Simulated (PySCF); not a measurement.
In(Et)(Vi)(NH2), C4H10InN, SMILES C=[CH][In]([NH2])[CH2]C, GFN2-xTB optimised geometry.

```
16

In     0.19    -0.48     0.00
C     -0.86     1.53     0.00
C      0.16     2.65    -0.12
H     -1.41     1.61     0.94
H     -1.57     1.56    -0.82
H      0.71     2.58    -1.06
H      0.89     2.60     0.69
H     -0.32     3.63    -0.08
C     -0.72    -2.49     0.35
C     -2.01    -2.66     0.55
H     -0.05    -3.35     0.36
H     -2.46    -3.63     0.74
H     -2.71    -1.83     0.54
N      2.24    -0.48     0.00
H      2.71     0.30    -0.45
H      2.70    -1.32    -0.33
```

Density from CAM-B3LYP/def2-TZVP, def2 effective core potentials past Kr (PySCF) at that geometry. The core electrons that the potentials of In replace are not part of the density.

Minimum of the electron density along straight lines between bonded atoms, close to the bond critical point (lines longer than 1.1 times the sum of covalent radii, or with two minima, are not listed):

```
bond     length / Å  ρ at the minimum / e bohr⁻³  ∇²ρ there / e bohr⁻⁵  position (fraction from the first atom)
-------  ----------  ---------------------------  --------------------  ---------------------------------------
In1–C2        2.266                        0.084                  0.10                                     0.51
C2–C3         1.520                        0.247                 -0.61                                     0.50
C2–H4         1.092                        0.276                 -0.93                                     0.64
C2–H5         1.092                        0.276                 -0.94                                     0.64
C3–H6         1.092                        0.278                 -0.95                                     0.64
C3–H7         1.092                        0.279                 -0.96                                     0.64
C3–H8         1.092                        0.278                 -0.95                                     0.64
In1–C9        2.232                        0.088                  0.13                                     0.51
C9–C10        1.321                        0.361                 -1.13                                     0.50
C9–H11        1.087                        0.281                 -0.99                                     0.65
C10–H12       1.086                        0.284                 -1.01                                     0.65
C10–H13       1.083                        0.286                 -1.02                                     0.64
In1–N14       2.056                        0.106                  0.37                                     0.51
N14–H15       1.014                        0.332                 -1.56                                     0.73
N14–H16       1.014                        0.332                 -1.56                                     0.73
```
